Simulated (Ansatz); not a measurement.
(1Z)-1-chloro-2-fluorobuta-1,3-diene (C4H4ClF), SMILES C=C/C(F)=C/Cl.

Geometry optimised at B3LYP-D3(BJ)/def2-SVP. The values are those of a single conformer.

Two levels are set side by side: PBE/def2-SVPD (Ansatz, a quantum-chemistry and plane-wave program) and CAM-B3LYP/def2-SVPD (Ansatz). Energy differences of separate SCF runs at the same geometry; the states with an electron removed or added have multiplicity 2 and 2. Differences are taken from unrounded values.

```
quantity                           CAM-B3LYP   PBE  PBE minus CAM-B3LYP
---------------------------------  ---------  ----  -------------------
vertical ionisation energy (eV)         9.00  8.74                -0.25
vertical singlet–triplet gap (eV)       3.13  3.01                -0.11
```
